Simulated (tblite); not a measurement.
Species: C3H6ClNSi.
Numbering: `[CH2:1]=[CH:2][Si@@H:3]([Cl:4])[N:5]=[CH2:6]` (hydrogens: H7, H8 on C1; H9 on C2; H10 on Si3; H11, H12 on C6)

Computed with GFN2-xTB (tblite), gas phase: L-BFGS steps from a force-field or distance-geometry start until the largest atomic force falls under 0.01 eV/Å.

Step 53: E = -507.8920 eV
```
atom  x, y, z in Å  |  force x, y, z in eV/Å
C1      1.7970    0.6981    1.0603   -0.032   0.017   0.013
C2      1.3412   -0.5282    0.8631   -0.041   0.042   0.023
Si3    -0.0745   -1.0094   -0.2790   -0.075  -0.012  -0.002
Cl4    -1.1533   -2.4727    0.6473   -0.015   0.011   0.044
N5     -0.9529    0.4224   -0.6628    0.005   0.022   0.117
C6     -2.0302    0.9288   -0.2838    0.113  -0.013  -0.092
H7      1.3607    1.5446    0.5643   -0.071   0.090  -0.115
H8      2.6130    0.9281    1.7270    0.037  -0.096   0.040
H9      1.8012   -1.3454    1.3991    0.108  -0.080   0.055
H10     0.3477   -1.5425   -1.5642    0.013   0.030  -0.076
H11    -2.3046    1.9076   -0.6632   -0.052   0.079  -0.041
H12    -2.7442    0.4681    0.4015    0.009  -0.089   0.034
```

Step 54: E = -507.8944 eV
```
atom  x, y, z in Å  |  force x, y, z in eV/Å
C1      1.8044    0.6976    1.0641   -0.032  -0.001  -0.005
C2      1.3523   -0.5290    0.8574   -0.057   0.014   0.055
Si3    -0.0789   -1.0039   -0.2713    0.032  -0.031  -0.054
Cl4    -1.1616   -2.4515    0.6706   -0.025  -0.002   0.045
N5     -0.9442    0.4355   -0.6528   -0.057   0.029   0.156
C6     -2.0357    0.9247   -0.2911    0.013  -0.051  -0.038
H7      1.3616    1.5466    0.5756   -0.054   0.060  -0.084
H8      2.6255    0.9244    1.7272    0.014  -0.098   0.015
H9      1.8166   -1.3534    1.3832    0.088  -0.012   0.021
H10     0.3375   -1.5416   -1.5602   -0.011   0.042  -0.020
H11    -2.3027    1.9130   -0.6538   -0.066   0.041  -0.012
H12    -2.7736    0.4371    0.3608    0.155   0.009  -0.080
```

Task: Estimate the geometry and energy of step 55. (The exact step hangs on the optimiser's Hessian estimate; all steps are aligned on step 54, rigid shifts and turns removed.)

Result: E = -507.8968 eV, largest force 0.157 eV/Å
```
atom  x, y, z in Å  |  force x, y, z in eV/Å
C1      1.8032    0.6981    1.0651   -0.028  -0.024  -0.024
C2      1.3564   -0.5307    0.8569   -0.055  -0.011   0.064
Si3    -0.0783   -1.0032   -0.2704    0.079  -0.041  -0.073
Cl4    -1.1681   -2.4432    0.6743   -0.023  -0.005   0.043
N5     -0.9366    0.4412   -0.6471   -0.072   0.042   0.133
C6     -2.0329    0.9235   -0.2910    0.018  -0.053  -0.048
H7      1.3619    1.5447    0.5693   -0.043   0.038  -0.050
H8      2.6211    0.9259    1.7323    0.009  -0.086   0.002
H9      1.8221   -1.3561    1.3835    0.057   0.040   0.000
H10     0.3292   -1.5395   -1.5651   -0.018   0.050   0.021
H11    -2.3073    1.9097   -0.6531   -0.049   0.054  -0.014
H12    -2.7696    0.4290    0.3549    0.125  -0.004  -0.055
```

The energy changes by -0.0024 eV. The first-order estimate −F·Δx gives -0.0030 eV and the mean of the old and new forces, exact on a quadratic surface, -0.0024 eV. The step makes an angle of 70° with the force vector and moves no atom by more than 0.011 Å.

What follows is the cost of the whole relaxation. Time: 0.7 s. Hardware: Arm Neoverse N1, one thread (shared host).
